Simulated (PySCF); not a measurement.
A series of derivatives of FC=CC[SiH2]F

Parent skeleton `[F:1][CH:2]=[CH:3][CH2:4][SiH2:5][F:6]`; one hydrogen on atom 5 is replaced by X. Hydrogens on one atom are averaged.

- GFN2-xTB structure
- shieldings: GIAO PBE0/pcSseg-1
- program: PySCF 2.14
- no relativistic terms, one conformer, gas phase

Scale: CFCl3 for ¹⁹F (σ = 170.95 ppm); TMS for ¹³C (σ = 186.93 ppm), ²⁹Si (σ = 349.16 ppm), ¹H (σ = 31.72 ppm) (reference shieldings calculated alike).

Parent (X = H): F1 -124.4, C2 157.5, C3 112.6, C4 16.4, Si5 9.7, F6 -228.4, H(C2) 6.91, H(C3) 5.30, H(C4) 1.93 ppm. Effects are Δδ = δ(X) − δ(H), positive for deshielding.

Q: Order these by the shift of H(C3), most shielded first.
A. X = OCH3
B. X = iPr
C. X = CHF2

A: C (-0.14 ppm), B (+0.10 ppm), A (+0.31 ppm).

Q: Order these by the shift of F1, most shielded first.
A. X = CF3
B. X = CHF2
C. X = OCH3

A: A (-7.8 ppm), C (+1.9 ppm), B (+4.2 ppm).

Unscaled 19F shifts against computed CFCl3 carry errors that often reach 10 to 50 ppm.
